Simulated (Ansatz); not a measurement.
System: borotrithioic acid, sum formula BH3S3, net charge 0, singlet state. SMILES: SB(S)S
Geometry from a B3LYP-D3(BJ)/def2-TZVP (Ansatz, a quantum-chemistry and plane-wave program) optimisation:
```xyz
7

S      1.3678    -1.1528    -0.2197
B     -0.0061     0.0105    -0.0032
S     -1.2405    -0.3290     1.2730
S      0.0074     1.4315    -1.1243
H      1.0136    -2.0175     0.7458
H     -2.0310     0.7403     1.0851
H     -1.1078     2.0304    -0.6788
```

Parts of the frozen-core correlation energy in cc-pwCVTZ (Ansatz, hartree). Frozen orbitals: 16; correlated occupied orbitals by spin: 12 and 12; virtual: 234 and 234. No spin-orbit coupling. No relativistic terms.

| term | value |
|---|---|
| reference (HF) | -1219.17974 |
| MP2 opposite-spin | [?] |
| MP2 same-spin | [?] |
| CCSD correlation | [?] |
| (T) | -0.03519 |
| T1 diagnostic | 0.014 |
| largest doubles amplitude | 0.036 |

Question: Some entries are withheld; supply them.

Answer: 
- MP2 opposite-spin, value: -0.48957
- MP2 same-spin, value: -0.15185
- CCSD correlation, value: -0.69309
